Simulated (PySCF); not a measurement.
**Structure revision by computed shifts**

A compound C8H16 gives the data below (simulated from a calculation) and was assigned the structure `C[C@@H]1CCCC[C@H]1C`.

¹³C{¹H} NMR (computed): δ 39.0 (CH2, 4C), 36.6 (CH, 2C), 25.2 (CH3, 2C).

¹H NMR (400 MHz, computed): δ 1.71 (m, 4H), 1.09 (m, 2H), 0.96 (m, 6H), 0.88 (m, 4H).

Relativity neglected, no solvent, a single conformation, fast rotation and ring inversion assumed for equivalent nuclei. GFN2-xTB structure; NMR shieldings at PBE0/pcSseg-1/GIAO; PySCF.

References, each an isolated molecule treated in the same way: ¹H (σref 31.72) and ¹³C (σref 186.93) against TMS.

(1) Compare with the shifts computed for the proposed structure, pairing carbons in order of shift.

(2) Which isomer fits?

Results:

(1) Atom-mapped SMILES (the numbers label the heavy atoms): `[CH3:1][C@@H:2]1[CH2:3][CH2:4][CH2:5][CH2:6][C@H:7]1[CH3:8]`. Hydrogens are named by the atom that carries them.

```
atom  computed for proposal  given list  difference
  C2                   42.9        39.0        +3.9
  C7                   42.9        39.0        +3.9
  C3                   39.7        39.0        +0.7
  C6                   39.7        39.0        +0.7
  C4                   31.2        36.6        -5.4
  C5                   31.2        36.6        -5.4
  C1                   22.8        25.2        -2.4
  C8                   22.8        25.2        -2.4
```

The rms difference is 3.6 ppm and the largest -5.4 ppm at C4 (sp3 CH2 in a ring). The proposal also would give 4 carbon signals, not 3. The carbon types in order of shift don't match either: CH, CH, CH2, CH2, CH2, CH2, CH3, CH3 for the proposal against CH2, CH2, CH2, CH2, CH, CH, CH3, CH3 in the data. The proposal doesn't fit.

(2) trans-1,4-dimethylcyclohexane (C[C@H]1CC[C@H](C)CC1).

Carbon types of the structure: 2 × CH, 4 × CH2, 2 × CH3, which accounts for all hydrogens. δC 39.0: sp3 CH2 in a ring; aliphatic region, no heteroatom directly attached. δC 36.6: sp3 CH in a ring; a saturated carbon with 3 carbon neighbours and no heteroatom attached. δC 25.2: methyl carbon; a saturated carbon with 1 carbon neighbour and no heteroatom attached. δH 0.96: hydrogen on a methyl carbon; far from electronegative atoms and π systems.

Other isomers checked: CCC1CCCCC1 (rms 5.7 ppm).

This is the structure that produced the data.

Shifts are as computed. Against solution values, carbons near 30 ppm lie about +3 ppm off and those near 130 ppm about +5 ppm. Of 1211 compounds with measured shifts, 218 miss one by over three times the rms of a fit or turn the order of signals round; such compounds aren't used in these exercises. Multiplicities follow the n + 1 count of equivalent neighbours, as no J values were calculated; m marks all less simple cases, F and P coupling included.
